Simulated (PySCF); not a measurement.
A GIAO shielding run with PySCF 2.14.0 with density-fitted response routines (density fitting, non-relativistic, gas phase) on `C[SiH2]C([SiH2]NC)=O`, C3H11NOSi2:

```
$ OMP_NUM_THREADS=1 python probes_run.py task.json out

{"job": {"kind": "nmr", "xc": "PBE0", "basis": "pcSseg-1"}, "charge": 0, "multiplicity": 1}
C     -3.273782     0.085489    -0.025472
N     -2.293334    -0.700026     0.695031
Si    -0.694669    -0.141439     0.986491
C      0.295372     0.243191    -0.644866
O     -0.331715     0.732304    -1.571628
Si     2.168962    -0.159370    -0.907201
C      3.114557     0.398493     0.639887
H     -4.274758    -0.301701     0.171385
H     -3.221984     1.114827     0.322176
H     -3.100441     0.083368    -1.105830
H     -2.408438    -1.685031     0.503927
H     -0.022612    -1.224568     1.701111
H     -0.799365     1.118310     1.722571
H      2.637090     0.523492    -2.113003
H      2.257318    -1.617412    -1.062814
H      2.707616    -0.060971     1.536475
H      4.162324     0.121486     0.572410
H      3.069101     1.475878     0.773415
```

Hardware: 1 thread of an Arm Neoverse N1, shared host. The job also computes population analyses, field gradients.

Question: How large is the calculation?

Answer: 72 electrons, 188 basis functions and 1018 auxiliary functions.

Question: How long does it take, and how much memory does it need?

Answer: 58 s of wall time, with 15 SCF cycles and 5 response iterations; peak memory 0.89 GiB. Times on a shared host scatter by some tens of per cent.
